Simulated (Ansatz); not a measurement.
Molecule: sum formula H3SiO3F (charge 0, singlet). 
Structure (B3LYP-D3(BJ)/def2-TZVP (Ansatz, a first-principles code) minimum search):
```xyz
8

Si     0.0007    -0.0003    -0.0170
F     -0.0678     0.0278     1.5817
O     -0.7923     1.2887    -0.6039
O      1.5552     0.0491    -0.4816
O     -0.6928    -1.3665    -0.5530
H     -0.5010     2.1695    -0.3569
H      2.1518    -0.6459    -0.1938
H     -1.6127    -1.5392    -0.3394
```

Dipole moments at this geometry, in debye (magnitudes).

```json
[
 {"level": "revPBE/def2-TZVPD", "program": "Ansatz", "dipole (D)": "0.42"},
 {"level": "BHLYP/def2-TZVPD", "program": "Ansatz", "dipole (D)": "…"},
 {"level": "r2SCANh/def2-TZVPD", "program": "Ansatz", "dipole (D)": "0.46"},
 {"level": "r2SCAN0/def2-TZVPD", "program": "Ansatz", "dipole (D)": "0.47"},
 {"level": "wB97M-V/def2-TZVPD", "program": "Ansatz", "dipole (D)": "0.48"},
 {"level": "CCSD(T)/aug-cc-pV(D+d)Z", "program": "Ansatz", "dipole (D)": "…"}
]
```

Question: Complete the blanks.

Answer: 
- BHLYP/def2-TZVPD, dipole (D): 0.50
- CCSD(T)/aug-cc-pV(D+d)Z, dipole (D): 0.45
